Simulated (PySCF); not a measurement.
Computed IR spectrum (relative IR intensity) of a molecule C4H9B. Geometry optimised at B3LYP-D3(BJ)/def2-SVP. One conformer was computed; it need not be the lowest. Method: B3LYP-D3(BJ)/def2-SVP (PySCF). Harmonic, unscaled wavenumbers; measured fundamentals usually lie a few per cent lower.

Lines under 2 % of the strongest are left out, and lines within 2 cm⁻¹ are merged.

| ν (cm⁻¹) | relative intensity |
|---|---|
| 112 | 2.2 |
| 854 | 7.9 |
| 927 | 34 |
| 1007 | 11 |
| 1011 | 26 |
| 1057 | 7.9 |
| 1144 | 87 |
| 1199 | 64 |
| 1303 | 13 |
| 1313 | 58 |
| 1328 | 100 |
| 1422 | 3.1 |
| 1429 | 9.9 |
| 1435 | 56 |
| 1444 | 3.2 |
| 1449 | 6.2 |
| 1674 | 56 |
| 3007 | 2.1 |
| 3066 | 8.9 |
| 3068 | 18 |
| 3102 | 24 |
| 3113 | 26 |
| 3116 | 17 |
| 3121 | 27 |
| 3207 | 15 |

Q: Which molecule gave these data?
(A) C=CB(C)C
(B) C=CBCC
(C) C=CCBC

A: A, C=CB(C)C
